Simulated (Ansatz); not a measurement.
Isolated molecules relaxed with PBE0-D4/def2-TZVP in Ansatz; ΔE leaves out vibrations. CCSD(T)/CBS adds triple-zeta CCSD(T) − MP2 to the extrapolated MP2 energy (def2 sets, frozen cores). This one scheme is used for every species. DFT in def2-TZVPP. HSE06 is defined as in plane-wave codes. For Ge outer-core shells are correlated without core-valence functions, which leaves a few kJ/mol of doubt a bond. Scalar relativity is left out up to krypton. Each species was taken in one conformer, which may not be the lowest.

Consider the formal hydrolysis of a Ge–Cl bond: `C[N](C)[Ge]([Cl])([N](C)C)[N](C)C` + H₂O → `C[N](C)[Ge]([OH])([N](C)C)[N](C)C` + HCl.

`C[N](C)[Ge]([Cl])([N](C)C)[N](C)C`:

```xyz
29

C     0.691   -0.688    2.154
N    -0.306   -1.179    1.230
C    -1.490   -1.675    1.887
Ge   -0.403   -0.358   -0.399
Cl   -1.916   -1.448   -1.509
N     1.254   -0.475   -1.118
C     1.986   -1.715   -1.006
C     1.555    0.259   -2.325
N    -0.883    1.401   -0.513
C     0.001    2.359    0.112
C    -2.268    1.801   -0.474
H     1.024   -1.499    2.814
H     1.566   -0.319    1.615
H     0.318    0.125    2.796
H    -1.990   -0.911    2.504
H    -2.208   -2.048    1.156
H    -1.226   -2.509    2.550
H     1.822   -2.375   -1.871
H     1.685   -2.255   -0.108
H     3.063   -1.515   -0.942
H     0.939    1.157   -2.388
H     2.609    0.564   -2.330
H     1.379   -0.339   -3.231
H    -0.246    2.546    1.169
H    -0.058    3.322   -0.412
H     1.037    2.017    0.062
H    -2.395    2.752   -1.006
H    -2.896    1.059   -0.967
H    -2.644    1.946    0.551
```

H₂O:

Z-matrix (Å, degrees):
```
O
H 1 0.960
H 1 0.960 2 105.1
```

`C[N](C)[Ge]([OH])([N](C)C)[N](C)C`:

Cartesian coordinates in Å:
```
C -2.706 -1.178 -0.149
N -1.288 -1.177 0.113
C -0.594 -2.308 -0.450
Ge -0.373 0.388 0.280
O -1.638 1.513 0.838
N 0.391 1.170 -1.190
C 1.532 0.542 -1.810
C -0.456 1.855 -2.136
N 1.009 0.070 1.415
C 0.846 -0.821 2.535
C 2.061 1.038 1.593
H -3.169 -2.070 0.292
H -3.175 -0.300 0.295
H -2.941 -1.188 -1.226
H -0.988 -3.244 -0.035
H -0.690 -2.371 -1.546
H 0.472 -2.264 -0.209
H -1.272 2.367 1.078
H 2.123 0.000 -1.069
H 1.248 -0.170 -2.602
H 2.183 1.297 -2.271
H 0.092 2.677 -2.615
H -0.819 1.194 -2.940
H -1.326 2.280 -1.633
H 1.750 -1.426 2.684
H 0.656 -0.279 3.475
H 0.008 -1.498 2.361
H 3.037 0.542 1.683
H 2.106 1.717 0.739
H 1.921 1.644 2.502
```

HCl:

```xyz
2

Cl   -0.576    0.278    0.006
H     0.576   -0.278   -0.006
```

| level | ΔE (kcal/mol) |
| --- | --- |
| PBE-D4 | 12.1 |
| HSE06-D4 | 12.3 |
| PBE | 11.2 |
| HSE06 | 11.5 |
| CCSD/def2-SVP | 8.4 |
| CCSD(T)/def2-TZVPP | 10.0 |
| HF/def2-QZVPP | 9.3 |
| SCS-MP2/def2-QZVPP | 11.2 |

**Question.** What does CCSD(T)/CBS give? (Estimate.)

**Answer.** Computed: +11.5 kcal/mol. The listed levels differ from it by 0.6, 0.8, -0.3, 0.0, -3.1, -1.5, -2.2, -0.3 kcal/mol.

Largest T1 diagnostic among the species: 0.011.

In def2-TZVPP, CCSD(T) changes the Hartree–Fock value by +0.7 kcal/mol (the triples alone add +0.4 kcal/mol) and MP2 by +2.3 kcal/mol. The D4 term adds +1.5 kcal/mol with B3LYP and +0.9 kcal/mol with PBE0; it sums over pairs of atoms, weighted by their polarisabilities, and B3LYP, whose exchange is more repulsive, gets the larger term. At CCSD(T), def2-SVP lies −3.1 kcal/mol from the extrapolated value and def2-TZVPP −1.5 kcal/mol.

B3LYP here is the variant with VWN-RPA as its local correlation; programs differ in this.
